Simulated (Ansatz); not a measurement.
Computed with Ansatz on PBE0-D4/def2-TZVP structures; ΔE is electronic, products minus reactants. CBS: MP2 limit from def2 TZ/QZ plus the TZ coupled-cluster correction, frozen cores. This one scheme is used for every species. Functionals use def2-TZVPP. B3LYP here is the variant with VWN-RPA as its local correlation; programs differ in this. HSE06 is defined as in plane-wave codes. For Ge outer-core shells are correlated without core-valence functions, which leaves a few kJ/mol of doubt a bond. Scalar relativity is left out up to krypton. One conformer a species, not always the lowest.

Consider the ligand exchange at a Ge–C bond: `C[CH2][Ge][O]C` + H₂S → `C[O][Ge][SH]` + `CC`.

Is it downhill or uphill in electronic energy at CCSD(T)/CBS, and by how much? (Estimate.)

Computed: Downhill: ΔE = -27.3 kcal/mol.

What do these levels give: revPBE-D4, B3LYP-D4, HSE06-D4, BLYP, B3LYP, MP2/def2-SVP, CCSD(T)/def2-SVP, HF/def2-TZVPP, MP2/def2-TZVPP, SCS-MP2/def2-TZVPP, SCS-MP2/def2-QZVPP, CCSD/CBS(def2)? (Best estimate.)

Computed: revPBE-D4 -30.1, B3LYP-D4 -30.3, HSE06-D4 -29.8, BLYP -31.3, B3LYP -30.6, MP2/def2-SVP -27.3, CCSD(T)/def2-SVP -26.9, HF/def2-TZVPP -29.4, MP2/def2-TZVPP -27.6, SCS-MP2/def2-TZVPP -27.4, SCS-MP2/def2-QZVPP -27.7, CCSD/CBS(def2) -27.0 kcal/mol.

What do rigid-rotor, harmonic-oscillator terms from PBE0-D4/def2-TZVP frequencies (298.15 K, 1 bar) make of the CCSD(T)/CBS value? (Estimate.)

Ansatz gave: ΔZPE = +2.8 kcal/mol, ΔH = -25.1 kcal/mol, ΔS = -15 J/(mol·K), ΔG = -24.1 kcal/mol. Modes under 50 cm⁻¹ make the entropy rough.

Largest T1 diagnostic among the species: 0.015.

From BLYP to BHLYP (50 % exact exchange), in def2-TZVPP and without D4, ΔE moves by +1.2 kcal/mol. Leaving LDA and LC-ωPBE aside and taking each functional with its dispersion term where it has one, the values, not all of them listed here, spread over 2.9 kcal/mol, from BLYP-D4 to ωB97X-V. LDA lies +1.2 kcal/mol from PBE without D4. In def2-TZVPP, CCSD(T) changes the Hartree–Fock value by +2.5 kcal/mol (the triples alone add −0.3 kcal/mol) and MP2 by +1.7 kcal/mol.
